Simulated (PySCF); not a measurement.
## Cs₂O: calculation against measurement

Isolated Cs₂O, optimised in PySCF with density fitting and no spin–orbit coupling; def2 sets carry scalar-relativistic core potentials from Rb on. It is a singlet of D∞h symmetry: PBE0/def2-TZVP O–Cs 2.386 Å (×2).

Task: The tabulated gas-phase entropy at 298.15 K and 1 bar is 318.08 J/(mol K) (Chase, 1998, NIST Chemistry WebBook). What do rigid-rotor harmonic-oscillator sums give?

Result: PBE0/def2-TZVP 312.1 J/(mol K). Tables of this kind often rest on estimated structures and frequencies for high-temperature species, so a gap need not be the fault of the calculation.
